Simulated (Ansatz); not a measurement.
Relaxation of Cl$_{3}$H$_{2}$NSi (7 atoms, charge 0, multiplicity 1), to a largest force component of 0.02 eV/Å in at most 40 steps.

The calculation used RKS PBE-D4/6-31G in Ansatz.

```xyz
7
Properties=species:S:1:pos:R:3:forces:R:3
Si 0.000 0.000 0.000 0.05 -0.02 2.65
N 0.000 0.000 1.820 0.18 -0.12 -0.47
H -0.877 -0.271 2.350 1.55 0.48 -0.68
H 0.877 0.271 2.350 -1.55 -0.48 -0.69
Cl 2.009 0.000 -0.709 0.53 0.05 -0.12
Cl -1.003 1.738 -0.709 -0.37 0.57 -0.44
Cl -1.003 -1.738 -0.709 -0.39 -0.48 -0.26
```

Question: Where does it end, and by what steps?

Answer: The forces met the threshold. The force dipped under the threshold on the way, but the program's further checks kept it going. Limits of this set-up: no polarisation functions. After 9 steps the energy has fallen by 0.242 eV; H3 moved furthest, 0.20 Å.

```csv
step,energy less start (eV),largest force component (eV/Å),accepted
0,0.0000,2.653,yes
1,-0.1978,1.136,yes
2,-0.2379,0.260,yes
3,-0.2411,0.075,yes
4,-0.2414,0.094,yes
5,-0.2421,0.008,yes
6,-0.2423,0.042,yes
7,-0.2423,0.043,yes
8,-0.2423,0.053,no
9,-0.2424,0.007,yes
```

```xyz
7
Properties=species:S:1:pos:R:3
Si -0.010 0.015 0.058
N 0.021 -0.038 1.790
H -0.747 -0.426 2.332
H 0.787 0.364 2.326
Cl 2.041 0.026 -0.646
Cl -0.973 1.767 -0.815
Cl -1.117 -1.709 -0.654
```

Whether the end is a true minimum wasn't checked by a vibrational analysis.

Run time: 32 s on 1 thread of Arm Neoverse V2 (shared host), peak memory 0.14 GiB.
